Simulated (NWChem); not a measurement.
System: BHCl cation

NWChem printed, in part:

```
             Northwest Computational Chemistry Package (NWChem) 7.3.0
             --------------------------------------------------------

 ORDER OF PRIMARY AXIS IS BEING SET TO 4
 C4V symmetry detected

                             Geometry "geometry" -> ""
                             -------------------------

 Output coordinates in angstroms (scale by  1.889725989 to convert to a.u.)

  No.       Tag          Charge          X              Y              Z
 ---- ---------------- ---------- -------------- -------------- --------------
    1 B                    5.0000     0.00000000     0.00000000    -1.13126957
    2 Cl                  17.0000     0.00000000     0.00000000     0.46842143
    3 H                    1.0000     0.00000000     0.00000000    -2.30681657

 Effective nuclear repulsion energy (a.u.)      33.6102704701

      Symmetry information
      --------------------

 Group name             C4v
 Group number             18
 Group order               8
 No. of unique centers     3

                                 NWChem DFT Module
                                 -----------------

 Summary of "ao basis" -> "ao basis" (spherical)
 ------------------------------------------------------------------------------
       Tag                 Description            Shells   Functions and Types
 ---------------- ------------------------------  ------  ---------------------
 B                           sto-3g                  3        5   2s1p
 Cl                          sto-3g                  5        9   3s2p
 H                           sto-3g                  1        1   1s

      Symmetry analysis of basis
      --------------------------

        a1          9
        a2          0
        b1          0
        b2          0
        e           6

            General Information
            -------------------
          SCF calculation type: DFT
          Wavefunction type:  closed shell.
          No. of atoms     :     3
          No. of electrons :    22
           Alpha electrons :    11
            Beta electrons :    11
          Charge           :     1
          Spin multiplicity:     1
          Use of symmetry is: on ; symmetry adaption is: on
          Maximum number of iterations: 150
          AO basis - number of functions:    15
                     number of shells:     9
          Convergence on energy requested:  1.00D-06
          Convergence on density requested:  1.00D-05
          Convergence on gradient requested:  5.00D-04

              XC Information
              --------------
                  TPSS metaGGA Exchange Functional  1.000
             TPSS03 metaGGA Correlation Functional  1.000

             Grid Information
             ----------------
          Grid used for XC integration:  medium
          Radial quadrature: Mura-Knowles
          Angular quadrature: Lebedev.
          Tag              B.-S. Rad. Rad. Pts. Rad. Cut. Ang. Pts.
          ---              ---------- --------- --------- ---------
          B                   0.85       49           6.0       434
          Cl                  1.00       88           8.0       590
          H                   0.35       45           7.0       434
          Grid pruning is: on
          Number of quadrature shells:   182
          Spatial weights used:  Erf1

      Superposition of Atomic Density Guess
      -------------------------------------

 Sum of atomic energies:        -479.17591154

 Renormalizing density from      23.00 to     22

      Non-variational initial energy
      ------------------------------

 Total energy =    -466.151767
 1-e energy   =    -697.980067
 2-e energy   =     198.218029
 HOMO         =      -0.756567
 LUMO         =      -0.133471

      Symmetry analysis of molecular orbitals - initial
      -------------------------------------------------

  Numbering of irreducible representations:

     1 a1          2 a2          3 b1          4 b2          5 e

  Orbital symmetries:

     1 a1          2 a1          3 a1          4 e           5 e
     6 a1          7 a1          8 a1          9 e          10 e
    11 a1         12 e          13 e          14 a1         15 a1

     ---------------------------------------------
      Total Density - Mulliken Population Analysis
     ---------------------------------------------

    Atom       Charge   Shell Charges
 -----------   ------   -------------------------------------------------------
    1 B    5     3.73   1.99  1.11  0.63
    2 Cl  17    17.47   2.00  2.00  5.99  1.96  5.52
    3 H    1     0.79   0.79

   convergence    iter        energy       DeltaE   RMS-Dens  Diis-err
 ---------------- ----- ----------------- --------- --------- ---------
 d= 0,ls=0.0,diis     1   -479.8324811833 -5.13D+02  2.49D-01  7.25D-01
 d= 0,ls=0.0,diis     2   -478.0826313066  1.75D+00  1.78D-01  1.07D+01
 d= 0,ls=0.0,diis     3   -480.0243492610 -1.94D+00  1.07D-02  1.31D-02
 d= 0,ls=0.0,diis     4   -480.0273804612 -3.03D-03  1.55D-03  2.53D-04
 d= 0,ls=0.0,diis     5   -480.0274391856 -5.87D-05  1.51D-04  4.30D-06
 d= 0,ls=0.0,diis     6   -480.0274401316 -9.46D-07  2.03D-05  5.93D-08
 d= 0,ls=0.0,diis     7   -480.0274401445 -1.29D-08  1.46D-06  2.54D-10

         Total DFT energy =     -480.027440144531
      One electron energy =     -719.569609981842
           Coulomb energy =      238.073618886375
    Exchange-Corr. energy =      -32.141719519168
 Nuclear repulsion energy =       33.610270470104

 Numeric. integr. density =       21.999999963337

                  Occupations of the irreducible representations
                  ----------------------------------------------

                     irrep           alpha         beta
                     --------     --------     --------
                     a1                7.0          7.0
                     a2                0.0          0.0
                     b1                0.0          0.0
                     b2                0.0          0.0
                     e                 4.0          4.0

                       DFT Final Molecular Orbital Analysis
                       ------------------------------------

 Vector    9  Occ=2.000000D+00  E=-7.104314D-01  Symmetry=a1
              MO Center= -5.9D-18,  5.1D-20, -1.2D+00, r^2= 2.2D+00
   Bfn.  Coefficient  Atom+Function         Bfn.  Coefficient  Atom+Function
  ----- ------------  ---------------      ----- ------------  ---------------
     5      0.477848  1 B  pz                14     -0.447288  2 Cl pz
    15     -0.409437  3 H  s                 11     -0.285405  2 Cl s
     2     -0.234260  1 B  s                 10      0.136543  2 Cl pz
     1      0.081455  1 B  s                  7      0.050791  2 Cl s

 Vector   10  Occ=2.000000D+00  E=-6.553451D-01  Symmetry=e
              MO Center=  7.4D-23,  5.8D-23,  2.3D-01, r^2= 1.2D+00
   Bfn.  Coefficient  Atom+Function         Bfn.  Coefficient  Atom+Function
  ----- ------------  ---------------      ----- ------------  ---------------
    12      0.722059  2 Cl px                13      0.560475  2 Cl py
     3      0.244244  1 B  px                 8     -0.201916  2 Cl px
     4      0.189586  1 B  py                 9     -0.156731  2 Cl py

 Vector   11  Occ=2.000000D+00  E=-6.553451D-01  Symmetry=e
              MO Center= -9.8D-23,  1.3D-22,  2.3D-01, r^2= 1.2D+00
   Bfn.  Coefficient  Atom+Function         Bfn.  Coefficient  Atom+Function
  ----- ------------  ---------------      ----- ------------  ---------------
    13      0.722059  2 Cl py                12     -0.560475  2 Cl px
     4      0.244244  1 B  py                 9     -0.201916  2 Cl py
     3     -0.189586  1 B  px                 8      0.156731  2 Cl px

 Vector   12  Occ=0.000000D+00  E=-3.674889D-01  Symmetry=e
              MO Center=  3.5D-25,  2.0D-23, -9.0D-01, r^2= 1.3D+00
   Bfn.  Coefficient  Atom+Function         Bfn.  Coefficient  Atom+Function
  ----- ------------  ---------------      ----- ------------  ---------------
     4      0.973589  1 B  py                13     -0.515441  2 Cl py
     9      0.129242  2 Cl py

 Vector   13  Occ=0.000000D+00  E=-3.674889D-01  Symmetry=e
              MO Center= -1.9D-23,  3.3D-25, -9.0D-01, r^2= 1.3D+00
   Bfn.  Coefficient  Atom+Function         Bfn.  Coefficient  Atom+Function
  ----- ------------  ---------------      ----- ------------  ---------------
     3      0.973589  1 B  px                12     -0.515441  2 Cl px
     8      0.129242  2 Cl px

 Vector   14  Occ=0.000000D+00  E=-1.749488D-01  Symmetry=a1
              MO Center= -8.2D-20, -2.2D-18, -8.3D-01, r^2= 1.8D+00
   Bfn.  Coefficient  Atom+Function         Bfn.  Coefficient  Atom+Function
  ----- ------------  ---------------      ----- ------------  ---------------
     2      1.264498  1 B  s                 14      0.891603  2 Cl pz
    15     -0.622772  3 H  s                 11     -0.595723  2 Cl s
     5      0.431004  1 B  pz                 1     -0.239361  1 B  s
    10     -0.196344  2 Cl pz                 7      0.058330  2 Cl s

     ---------------------------------------------
      Total Density - Mulliken Population Analysis
     ---------------------------------------------

    Atom       Charge   Shell Charges
 -----------   ------   -------------------------------------------------------
    1 B    5     4.45   1.99  1.03  1.43
    2 Cl  17    16.71   2.00  2.00  5.98  1.98  4.75
    3 H    1     0.84   0.84

     -------------------------------------------
      Total Density - Lowdin Population Analysis
     -------------------------------------------

    Atom       Charge   Shell Charges
 -----------   ------   -------------------------------------------------------
    1 B    5     4.57   1.98  1.03  1.55
    2 Cl  17    16.55   2.00  2.00  5.96  1.85  4.74
    3 H    1     0.89   0.89

     Multipole analysis of the density
     ---------------------------------

     L   x y z        total         alpha         beta         nuclear
     -   - - -        -----         -----         ----         -------
     0   0 0 0      1.000000    -11.000000    -11.000000     23.000000

     1   1 0 0      0.000000      0.000000      0.000000      0.000000
     1   0 1 0      0.000000      0.000000      0.000000      0.000000
     1   0 0 1     -1.442922     -0.721461     -0.721461     -0.000000

     2   2 0 0    -11.506481     -5.753241     -5.753241      0.000000
     2   1 1 0     -0.000000     -0.000000     -0.000000      0.000000
     2   1 0 1      0.000000      0.000000      0.000000      0.000000
     2   0 2 0    -11.506481     -5.753241     -5.753241      0.000000
     2   0 1 1      0.000000      0.000000      0.000000      0.000000
     2   0 0 2     -6.999295    -31.086787    -31.086787     55.174278
```

Level: TPSS/STO-3G. Structure relaxed at the B3LYP/6-31G* (spherical d) level.

Task: Reconstruct the input file.

Result: This is not unique; one that fits is the input that was run:
```
start job
memory heap 200 mb stack 900 mb global 1100 mb
charge 1
geometry units angstroms noautoz
  B      0.000000     0.000000    -1.091948
  Cl     0.000000     0.000000     0.507743
  H      0.000000     0.000000    -2.267495
end
basis spherical
  * library sto-3g
end
dft
  xc xtpss03 ctpss03
  iterations 150
  mulliken
end
task dft energy
```
